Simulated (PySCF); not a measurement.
# C₆ coefficients of unlike pairs at HSE06

Calculated with PySCF 2.14 from the dipole response of each species, C₆(A,B) = (3/π) ∫ α_A(iu) α_B(iu) du, in atomic units, from isotropic polarisabilities. For ions this is the dispersion term alone; charge-induced terms of lower order in 1/R come first.

| species | configuration | basis | relativity | α (bohr³) | C₆ (like pair) |
| --- | --- | --- | --- | --- | --- |
| S+ | [Ne] 3s2 3p3 (4S) | aug-cc-pCVTZ-DK (8s7p5d3f) | spin-free X2C | 10.85 | 53.37 |
| Sb | [Kr] 4d10 5s2 5p3 (4S) | aug-cc-pwCVDZ-PP with ECP28MDF (6s5p4d1f) | core potential | 45.18 | 499.4 |
| Xe | [Xe] (1S) | aug-cc-pVDZ-PP with ECP28MDF (5s4p3d) | core potential | 26.24 | 274.7 |
| O+ | [He] 2s2 2p3 (4S) | def2-QZVPPD (8s5p4d2f1g) | none | 2.635 | 5.123 |

(1) Estimate C₆ for O+ with Xe.

No spin-orbit coupling is included.

The other pairs:

```tsv
pair	C₆
O+, S+	15.94
Xe, S+	120.8
O+, Sb	44.71
Sb, S+	157.6
Xe, Sb	362.0
```

Results:

(1) The integral gives 35.55. The combination rule 2 C_A C_B / (C_A α_B/α_A + C_B α_A/α_B) gives 35.81 and the geometric mean 37.51.
